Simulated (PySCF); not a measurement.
# Reading the logs of faulty runs: BCH5N cation

These are calculations, not measurements. They come from PySCF 2.14.0, an open-source quantum chemistry program, on an isolated molecule that a program drew, which may never have been made. The molecule is BCH5N cation (charge +1, singlet), drawn as the SMILES string `C[B+]N`.

Each row is a Hartree-Fock (HF) and frozen-core CCSD(T) single point in the cc-pVDZ basis, meant for a local HF minimum. Run 1 is clean. Each other run has one planted mistake out of seven kinds, and not every kind appears here: one electron removed, one electron added, multiplicity raised by two, geometry at a saddle point, minimal basis STO-3G, one bond length entered in bohr, all coordinates scaled. The reference is restricted for singlets and unrestricted otherwise, and also for a bond in bohr. Adding or removing an electron swaps singlet and doublet. Electrons count all cores. HOMO and LUMO are orbital energies over both spins, the gradient is its largest component, and the lowest frequency (negative if imaginary) is given only where the gradient is small. Bond lengths are over the 7 bonds as drawn. T1 is the CCSD diagnostic: over 0.02 (restricted) or 0.045 (unrestricted) a single reference is doubtful.

Geometry of the clean run:
```xyz
8
BCH5N cation, angstrom
C    -1.6202   -0.0919   -2.7271
B    -1.1634    0.7012   -1.5277
N    -0.7547    1.4070   -0.4868
H    -1.4023    0.4932   -3.6288
H    -2.6947   -0.2820   -2.6809
H    -1.0711   -1.0352   -2.7887
H    -0.4360    2.3612   -0.5626
H    -0.7365    1.0384    0.4522
```

| run | electrons | basis functions | <S^2> | HOMO (eV) | LUMO (eV) | gradient (hartree/bohr) | lowest frequency (cm^-1) | mean bond (Å) | longest bond (Å) | T1 | HF (hartree) | CCSD(T) (hartree) | mistake |
|---|---|---|---|---|---|---|---|---|---|---|---|---|---|
| 1 | 22 | 67 | 0.000 | -19.20 | -3.43 | 4.6e-05 | 26 | 1.1616 | 1.509 | 0.0125 | -119.70691 | -120.12360 | no fault |
| 2 | 22 | 67 | 2.018 | -12.88 | -7.75 | 1.0e-01 | - | 1.1616 | 1.509 | 0.0166 | -119.51347 | -119.89868 | multiplicity raised by two |
| 3 | 21 | 67 | 0.757 | -26.82 | -15.54 | 1.3e-01 | - | 1.1616 | 1.509 | 0.0283 | -119.07732 | -119.44953 | one electron removed |
| 4 | 22 | 67 | 0.706 | -17.69 | -4.38 | 2.5e-02 | - | 1.3004 | 2.064 | 0.0656 | -119.57470 | -119.98932 | ? |

**Which mistake was planted in run 4, and what did it cost?**

The mean bond changes by a factor of 1.119 and the longest by 1.368, so the molecule wasn't scaled as a whole. A length L in bohr read as angstrom grows by (1/0.5292 - 1) L = 0.890 L. The 7 bonds together grew by 7 x 0.1388 = 0.972 Å, which gives L = 1.092 Å. That is the length of one of the C-H bonds, 1.092 Å in the clean geometry. So the mistake is: one bond length entered in bohr. Subtracting run 1 and multiplying by 627.51 kcal/mol a hartree, the energy moved by 83.0 kcal/mol in HF and 84.3 kcal/mol in CCSD(T).

Cautions from the logs. Run 4: T1 is over the limit, so its CCSD(T) energy is less reliable.
